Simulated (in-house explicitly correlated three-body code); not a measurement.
Computed with an exponentially correlated three-body code. Model: two electrons around a point charge, non-relativistic, variational in 260 exponentially correlated functions (energies converged to about 1e-7 hartree, or 1e-8 relative for large Z).

For this charge the correlation energy is taken as exact minus Hartree-Fock, from which it differs by microhartrees, and the kinetic parts follow from it.

For two electrons in a singlet the Kohn-Sham orbital is the square root of half the density, so the exact Kohn-Sham potential and energy parts follow from the density alone, and exchange is minus half the Hartree energy. The Kohn-Sham level equals minus the binding energy of the second electron.

Command:
```bash
python run_hyl.py task.json out
```
Settings (lengths in bohr, energies in hartree):
```
Z                      7.4
interaction_strength   1
functions              260
states_tried           13
```

Cost of the run: 56 s on 1 thread of Intel(R) Xeon(R) Platinum 8175M CPU @ 2.50GHz (Skylake/Cascade Lake) (shared host).

**Converged states only, values per electron or pair.**

Given: nuclear charge 7.4.

```tsv
term	mean r (bohr)	mean r squared (bohr²)	mean inverse r (1/bohr)	mean r12 (bohr)	mean inverse r12 (1/bohr)	mean cosine	mean p1 dot p2 (bohr⁻²)	delta r1 (bohr⁻³)	delta r12 (bohr⁻³)
1 1S	0.21359	0.06125	7.0876	0.31553	4.3131	-0.017925	0.87127	117.77	12.303
2 3S	0.5401	0.47582	4.531	0.91088	1.2936	-0.0059366	0.06479	70.788	-
2 3P	0.48067	0.37326	4.512	0.80499	1.5168	-0.070605	-3.2422	63.891	-
2 1S	0.55941	0.51686	4.5092	0.93996	1.4902	-0.0088539	0.075503	70.328	2.0632
2 1P	?	?	?	?	?	?	?	?	?
3 3S	?	?	?	?	?	?	?	?	-
3 3P	1.0612	2.1509	4.0589	1.9367	0.68648	-0.017277	-0.76308	64.342	-
3 1S	1.139	2.4741	4.0585	2.087	0.68011	-0.0028324	0.023567	66.197	0.60243
3 1P	1.0828	2.247	4.0544	1.9733	0.71758	0.011087	0.78756	64.512	0.17075
4 3S	1.9158	7.4336	3.9036	3.6366	0.36606	-0.00084654	0.0079036	65.241	-
4 1S	1.9534	7.7468	3.9013	3.711	0.38711	-0.0012204	0.010104	65.207	0.25202
4 3P	1.876	7.1724	3.9014	3.5581	0.38966	-0.0068405	-0.29788	64.433	-
4 1P	1.9045	7.404	3.8996	3.6127	0.40276	0.0043748	0.31596	64.499	0.074167
```

What belongs in the row 2 1P?

mean r (bohr): 0.49578; mean r squared (bohr²): 0.40062; mean inverse r (1/bohr): 4.4953; mean r12 (bohr): 0.80667; mean inverse r12 (1/bohr): 1.6199; mean cosine: 0.045189; mean p1 dot p2 (bohr⁻²): 3.0738; delta r1 (bohr⁻³): 64.626; delta r12 (bohr⁻³): 0.52339.

What belongs in the row 3 3S?

mean r (bohr): 1.1108; mean r squared (bohr²): 2.3409; mean inverse r (1/bohr): 4.0642; mean r12 (bohr): 2.0328; mean inverse r12 (1/bohr): 0.6279; mean cosine: -0.0019573; mean p1 dot p2 (bohr⁻²): 0.018927; delta r1 (bohr⁻³): 66.294.

**Electric-dipole lines between converged S and P states, rate of the upper state's decay.**

```tsv
s state	p state	p minus s (eV)	oscillator strength from s	rate (1/s)
1 1S	2 1P	485.35	0.68297	2.327e+12
1 1S	3 1P	561.85	0.14485	6.6134e+11
1 1S	4 1P	?	?	?
2 1S	2 1P	4.5546	0.07385	2.2158e+07
2 1S	3 1P	81.054	0.36825	3.4993e+10
2 1S	4 1P	107.96	0.092779	1.564e+10
3 1S	2 1P	-75.178	-0.058387	1.4319e+10
3 1S	3 1P	1.3211	0.12842	3.2416e+06
3 1S	4 1P	28.224	0.3999	4.6075e+09
4 1S	2 1P	-102.85	-0.012588	5.778e+09
4 1S	3 1P	-26.35	-0.13147	3.9609e+09
4 1S	4 1P	0.55257	0.17881	789690
2 3S	2 3P	6.8683	0.10349	7.0615e+07
2 3S	3 3P	?	?	?
2 3S	4 3P	114.48	0.087788	1.664e+10
3 3S	2 3P	-78.062	-0.06145	1.6248e+10
3 3S	3 3P	1.8646	0.17317	8.7082e+06
3 3S	4 3P	29.546	0.36903	4.6597e+09
4 3S	2 3P	-106.85	-0.012874	6.3772e+09
4 3S	3 3P	-26.919	-0.14097	4.4328e+09
4 3S	4 3P	0.76251	0.23852	2.0059e+06
```

What belongs in the row 1 1S 4 1P?

p minus s (eV): 588.75; oscillator strength from s: 0.054789; rate (1/s): 2.7469e+11.

What belongs in the row 2 3S 3 3P?

p minus s (eV): 86.795; oscillator strength from s: 0.33992; rate (1/s): 3.7039e+10.

**Functionals on the exact density and self-consistent, errors are functional minus exact, hybrids only self-consistent, a dash where a self-consistent run leaves the top level unbound.**

```tsv
result	exchange error (millihartree)	correlation error (millihartree)	functional driven error (millihartree)	density driven error (millihartree)	self consistent total error (millihartree)	top level plus exact binding (eV)
r2SCAN	-4.1115	1.9284	-2.1831	-0.31275	-2.4959	38.532
AM05	481.35	-115.81	365.54	-1.7236	363.82	46.783
OLYP	21.337	-4.8479	16.489	-1.3659	15.123	42.672
HSE06	-	-	-	-	54.966	32.649
B3LYP VWN-RPA	-	-	-	-	32.419	33.938
PBE	83.978	-2.2065	81.772	-1.3698	80.402	43.391
PBE0	-	-	-	-	60.075	32.264
PW91	70.766	-13.731	57.035	-1.404	55.631	42.905
LDA PW92	622.74	-139.5	483.24	-2.5629	480.68	47.388
wB97X	-	-	-	-	?	?
M06-L	-49.5	-11.628	-61.127	-2.3384	-63.466	38.071
PBEsol	272.72	-15.925	256.79	-1.3982	255.39	45.405
SCAN	-4.1115	1.9284	-2.1831	-0.31275	-2.4959	38.532
RPBE	9.6976	-2.2065	7.491	-1.4361	6.055	42.878
TPSS	?	?	?	?	?	?
LDA VWN5	622.74	-140.46	482.27	-2.5613	479.71	47.375
revTPSS	-3.1575	-5.2879	-8.4455	-0.23593	-8.6814	39.39
r2SCAN0	-	-	-	-	-1.3187	28.677
BLYP	30.866	-4.8479	26.019	-1.4576	24.561	42.641
BP86	30.866	-21.665	9.2011	-0.91409	8.287	42.781
```

What belongs in the row wB97X?

self consistent total error (millihartree): -101.29; top level plus exact binding (eV): 31.785.

What belongs in the row TPSS?

exchange error (millihartree): -3.6923; correlation error (millihartree): -3.1146; functional driven error (millihartree): -6.807; density driven error (millihartree): -0.3569; self consistent total error (millihartree): -7.1639; top level plus exact binding (eV): 40.031.

**Density and exact potentials over r, pair density (one pair, times 4 pi r12^2) and exact minus Kohn-Sham pair density over r12.**

```tsv
radius (bohr)	radial density (electrons/bohr)	exchange potential (hartree)	intracule density (1/bohr)	Coulomb hole against Kohn-Sham (1/bohr)	correlation potential (hartree)
0.0577	4.2212	-6.5411	0.48557	-0.04587	-0.014
0.0669	4.963	-6.3966	0.63476	-0.05538	-0.007
0.0776	5.7163	-6.2209	0.82233	-0.06521	-0.001
0.09	6.4252	-6.0111	1.0517	-0.07432	0.006
0.104	7.0097	-5.7711	1.3164	-0.08111	0.012
0.121	?	?	?	?	?
0.14	7.5774	-5.1662	1.9557	-0.08077	0.02
0.163	?	?	?	?	?
0.189	6.878	-4.4239	2.5625	-0.04965	0.02
0.219	6.0445	-4.0286	2.7379	-0.02366	0.017
0.253	5.0011	-3.635	2.7665	0.004003	0.014
0.294	3.8041	-3.2304	2.6112	0.02894	0.01
0.341	2.6582	-2.8473	2.2725	0.04372	0.006
0.395	1.6854	-2.4928	1.8002	0.04575	0.004
0.458	0.94795	-2.1677	1.2715	0.03696	0.002
0.531	0.46566	-1.8777	0.78611	0.02311	0.001
0.616	0.19471	-1.6217	0.41447	0.01058	0.001
```

What belongs in the row 0.121?

radial density (electrons/bohr): 7.4306; exchange potential (hartree): -5.4814; intracule density (1/bohr): 1.6311; Coulomb hole against Kohn-Sham (1/bohr): -0.08404; correlation potential (hartree): 0.017.

What belongs in the row 0.163?

radial density (electrons/bohr): 7.3994; exchange potential (hartree): -4.8036; intracule density (1/bohr): 2.2877; Coulomb hole against Kohn-Sham (1/bohr): -0.06925; correlation potential (hartree): 0.021.

The density-driven part is never positive, since each functional's own density lowers its energy. Here it is small beside the functional-driven part (median ratio 0.038), the normal case.
